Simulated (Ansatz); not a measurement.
CH₃FSiTe (`FC1[SiH2][Te]1`), 7 atoms. The species carries charge 0 and has multiplicity 1. Correlated methods include outer-core shells of Te, which these sets cover unevenly. Te takes the def2 core potential. All runs use 2 threads of an Arm Neoverse V1 on a shared host. Correlated methods freeze the cores.

Question: How many basis functions does each run have, and how long does it take in Ansatz? RKS PBE0-D4/def2-SVP energy; direct RPA on PBE orbitals/def2-TZVPP energy; RKS B3LYP-D4/def2-TZVPP energy and forces; RKS ωB97X-V/def2-TZVPP energy; RHF-CCSD(T)/def2-SVP energy; RKS PBE0-D4/def2-TZVP relaxation (7 steps); RHF-MP2/def2-QZVPP energy; RKS PBE-D4/def2-TZVPP energy and forces; RKS PBE0-D4/def2-QZVPP energy; RHF-CCSD(T)/def2-TZVPP energy; RKS ωB97M-V/def2-SVP energy; RKS r2SCANh-D4/def2-TZVPP energy. (An estimate is asked.)

Answer: Computed: Other jobs shared the machine, so times are rough.

```
                                level                   job  functions  wall time  peak host memory (GiB)
                 RKS PBE0-D4/def2-SVP                energy         87      1.8 s                    0.17
                RKS PBE-D4/def2-TZVPP     energy and forces        196      3.4 s                    0.23
                 RHF-CCSD(T)/def2-SVP                energy         87        6 s                    0.31
              RKS B3LYP-D4/def2-TZVPP     energy and forces        196        6 s                    0.47
            RKS r2SCANh-D4/def2-TZVPP                energy        196      6.5 s                    0.45
direct RPA on PBE orbitals/def2-TZVPP                energy        196        7 s                    0.43
                 RKS ωB97M-V/def2-SVP                energy         87        9 s                    0.26
               RKS PBE0-D4/def2-QZVPP                energy        356      9.5 s                     1.1
               RKS ωB97X-V/def2-TZVPP                energy        196       12 s                    0.53
                   RHF-MP2/def2-QZVPP                energy        356       23 s                     1.5
                RKS PBE0-D4/def2-TZVP  relaxation (7 steps)        167       37 s                    0.39
               RHF-CCSD(T)/def2-TZVPP                energy        196    2.4 min                     2.5
```

B3LYP here is the variant with VWN-RPA as its local correlation; programs differ in this.
